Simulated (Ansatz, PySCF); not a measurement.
Reaction (SMILES): CC(C)(C)OB(O)O + 2 B (BH3) + 3 C (CH4) + O (H2O) → 3 BO (H3BO) + 3 CC (C2H6) + CO (CH4O)
Each molecule is optimised on its own at B3LYP-D3(BJ)/def2-TZVP (Ansatz, a quantum-chemistry and plane-wave program), one conformer each, not searched for the lowest. Frequencies are from Ansatz or PySCF.

Wanted: bond separation energy (0 K, with B3LYP-D3(BJ) harmonic zero-point energies), in kJ/mol. Valence correlation only, unless marked. Spin-orbit coupling is left out. Non-relativistic. CBS(X,Y): correlation extrapolated as X^-3; Hartree-Fock from the larger set. The bracket is a focal-point correction in the basis named.

| level | program | bond separation energy (kJ/mol) |
|---|---|---|
| HF/6-31G | Ansatz | 95.1 |
| HF/cc-pVDZ | Ansatz | 48.6 |
| B3LYP/def2-TZVPD | Ansatz | 24.0 |
| BHLYP/def2-TZVPD | Ansatz | 42.5 |
| r2SCANh/def2-TZVPD | Ansatz | 56.0 |
| HSE06-D3(BJ)/def2-TZVPD | Ansatz + dftd3 | 43.5 |
| LC-wPBE-D3(BJ)/def2-TZVPD | Ansatz + dftd3 | 53.8 |
| B2GP-PLYP-D4/def2-TZVPD | Ansatz + dftd4 | 60.5 |
| RI-MP2/aug-cc-pVTZ | Ansatz | 76.3 |
| RI-MP2/cc-pVTZ | Ansatz | 65.4 |
| SCS-MP2/cc-pVDZ | Ansatz | 42.0 |
| SCS-MP2/aug-cc-pVTZ | Ansatz | 66.3 |
| CCSD/cc-pVDZ | Ansatz | 42.1 |
| CCSD/aug-cc-pVTZ | Ansatz | 67.8 |
| RI-MP2/CBS(cc-pVTZ,cc-pVQZ)+[CCSD(T)-MP2]/cc-pVTZ | Ansatz | 63.3 |
